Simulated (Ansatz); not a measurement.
Molecular dynamics of ClH4NOZn

input.yaml

```yaml
crystal:
  periodic: [false, false, false]
  atoms:
    - { symbol: Zn, position_ang: [0.481388, 0.032031, -0.129671] }
    - { symbol: O, position_ang: [-0.05074, -0.239117, 1.77654] }
    - { symbol: H, position_ang: [-0.758826, 0.132075, 2.310471] }
    - { symbol: Cl, position_ang: [-0.516544, -0.196112, -1.993763] }
    - { symbol: "N", position_ang: [2.034419, 0.553629, 0.962612] }
    - { symbol: H, position_ang: [2.872207, -0.025948, 0.964716] }
    - { symbol: H, position_ang: [2.346779, 1.522719, 0.924067] }
    - { symbol: H, position_ang: [1.023617, 0.226024, 1.810328] }
basis:
  gaussian: { orbitals: def2-SVP }
hamiltonian:
  xc: pbe0
  dispersion: d4
md:
  timestep: 0.5
  n_steps: 200
  ensemble: nve
  temperature: 100.0
  initial_velocities: maxwell_boltzmann
  seed: 6802
```

Run as:

```bash
$ ansatz run input.yaml --threads 2 --pin off --max-ram 3072MiB --backend cpu --events-out ev --progress --plain --runs-dir out
```

It starts at the highest image of a converged band, a first-order saddle point between two minima.

Output, in part (step lines, the closing report, with atoms numbered from 0):

```
md step     0: t =     0.00 fs  T =   100.0 K  F+E_penalty+E_count = -64518.39419987 eV  E_kin = 0.077556 eV  conserved = -64518.31664387 eV  (27 SCF iters)
md step     1: t =     0.50 fs  T =    98.6 K  F+E_penalty+E_count = -64518.39310094 eV  E_kin = 0.076482 eV  conserved = -64518.31661883 eV  (24 SCF iters)
md step     2: t =     1.00 fs  T =    95.3 K  F+E_penalty+E_count = -64518.39046728 eV  E_kin = 0.073909 eV  conserved = -64518.31655840 eV  (24 SCF iters)
md step     3: t =     1.50 fs  T =    91.2 K  F+E_penalty+E_count = -64518.38722572 eV  E_kin = 0.070733 eV  conserved = -64518.31649303 eV  (24 SCF iters)
md step     4: t =     2.00 fs  T =    87.6 K  F+E_penalty+E_count = -64518.38437889 eV  E_kin = 0.067922 eV  conserved = -64518.31645675 eV  (24 SCF iters)
md step     5: t =     2.50 fs  T =    85.1 K  F+E_penalty+E_count = -64518.38248415 eV  E_kin = 0.066017 eV  conserved = -64518.31646709 eV  (24 SCF iters)
md step     6: t =     3.00 fs  T =    83.7 K  F+E_penalty+E_count = -64518.38138952 eV  E_kin = 0.064876 eV  conserved = -64518.31651373 eV  (24 SCF iters)
md step     7: t =     3.50 fs  T =    82.3 K  F+E_penalty+E_count = -64518.38038667 eV  E_kin = 0.063820 eV  conserved = -64518.31656665 eV  (24 SCF iters)
[... lines left out ...]
Total energy: -64518.78868458 eV, -2371.0217517526 hartree
Atom 0 at     0.293993     0.014653     0.056498 Å, force     0.582827     0.166627    -1.189404 eV/Å
Atom 1 at    -0.288531    -0.268846     1.678287 Å, force    -0.787051    -0.589400     1.484035 eV/Å
Atom 2 at    -1.091478    -0.817494     1.710143 Å, force     0.491471     0.425094     0.040064 eV/Å
Atom 3 at    -0.230709    -0.148091    -1.996179 Å, force     0.027023     0.039919    -0.454899 eV/Å
Atom 4 at     2.360722     0.593945     0.413158 Å, force    -2.052293    -0.332391    -0.665560 eV/Å
Atom 5 at     3.022908     0.051076    -0.072630 Å, force     1.097588    -1.186076    -0.511090 eV/Å
Atom 6 at     2.552563     1.532885     0.185813 Å, force     0.229907     1.665724    -0.094072 eV/Å
Atom 7 at     2.341979     0.438353     1.390690 Å, force     0.410528    -0.189497     1.390927 eV/Å
Dipole moment:     0.978970     0.239956     0.405983 e Å
```

The steps, from the saved trajectory:

```tsv
time (fs)	T (K)	potential energy less start (eV)	conserved less start (meV/atom)
0.0	100	0.000	0.00
3.0	84	0.013	0.02
6.0	61	0.030	0.03
9.0	55	0.035	0.01
12.0	60	0.031	0.02
15.0	114	-0.011	0.04
18.0	232	-0.103	-0.06
21.0	217	-0.091	0.06
24.0	299	-0.155	-0.06
27.0	317	-0.167	0.07
30.0	533	-0.337	-0.14
33.0	611	-0.397	-0.15
36.0	536	-0.337	0.05
39.0	630	-0.412	-0.11
42.0	532	-0.334	0.10
45.0	546	-0.346	-0.07
48.0	485	-0.299	0.02
51.0	502	-0.312	0.02
54.0	545	-0.347	-0.18
57.0	402	-0.233	0.08
60.0	501	-0.312	-0.13
63.0	497	-0.309	-0.19
66.0	310	-0.162	0.08
69.0	382	-0.220	-0.17
72.0	388	-0.224	-0.11
75.0	355	-0.198	0.02
78.0	453	-0.275	-0.14
81.0	452	-0.273	-0.02
84.0	487	-0.301	-0.05
87.0	534	-0.337	-0.07
90.0	574	-0.368	0.01
93.0	644	-0.422	-0.12
96.0	578	-0.371	-0.01
99.0	598	-0.386	-0.01
```

All steps were run. The conserved energy stayed within 0.21 meV per atom of its start (net change 0.012 meV per atom), so the integration is sound. The kinetic energy rose, since the run started high on the potential surface and went downhill. A run of 0.1 ps of so small a system gives no equilibrium averages. The orbitals stay closed-shell, which can raise the energy where a bond breaks towards radicals; this wasn't checked here.

Between its relaxed ends the band would form O2–H8 and break N5–H8. These pairs go: O2–H8 1.17 → 2.74 Å, N5–H8 1.36 → 0.99 Å. In the last frame they stand as before the step (other bonds may differ from the relaxed reactants and products). It ends as one piece, ClH4NOZn. Pairs count as bonded within 1.25 times the sum of covalent radii (0.12 Å more for H–H).

Last frame:

```xyz
8
Properties=species:S:1:pos:R:3
Zn 0.294 0.015 0.057
O -0.288 -0.269 1.678
H -1.091 -0.818 1.710
Cl -0.231 -0.148 -1.996
N 2.361 0.594 0.413
H 3.023 0.051 -0.073
H 2.553 1.533 0.186
H 2.342 0.438 1.391
```

The run took 9.4 min on 2 threads of Arm Neoverse V1, on a shared host, peak memory 0.21 GiB.
